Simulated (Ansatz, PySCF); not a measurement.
This Ansatz (a quantum-chemistry and plane-wave program) input computes a BLYP/def2-TZVPD energy:

Ansatz 0.2 input:
```yaml
crystal:
  periodic: [false, false, false]
  atoms:
    - {symbol: Si, position_ang: [-0.00000000, -0.00000000, -1.18991524]}
    - {symbol: C, position_ang: [0.00000000, 0.00000000, 0.65490404]}
    - {symbol: N, position_ang: [0.00000000, 0.00000000, 1.81848417]}
basis:
  gaussian:
    orbitals: def2-TZVPD
hamiltonian:
  xc: {name: BLYP}
magnetization: {spin_polarized: true, initial_magnetization: 1}
output: {forces: true}
```

Task: Write an input for the same energy in PySCF and say what it gives.

Result: 
```python
from pyscf import gto, scf, dft

mol = gto.M(
    atom='''
    Si   -0.00000000   -0.00000000   -1.18991524
    C     0.00000000    0.00000000    0.65490404
    N     0.00000000    0.00000000    1.81848417
    ''',
    basis='def2-tzvpd',
    charge=0,
    spin=1,
    symmetry='C2v',
    verbose=4,
)

mf = dft.UKS(mol, xc='blyp').density_fit(auxbasis='def2-universal-jkfit')
mf.grids.level = 3
mf.conv_tol = 1e-9
mf.max_cycle = 100
mf.max_memory = 1500
mf.kernel()
if not mf.converged:
    mf = mf.newton()
    mf.kernel(mf.make_rdm1())
mf.analyze()
```
It gives -382.28943 Eh, and Ansatz -382.28940 Eh, a difference of 0.03 mEh, from the treatment of integrals and grids.

It need not be the lowest isomer of its formula.
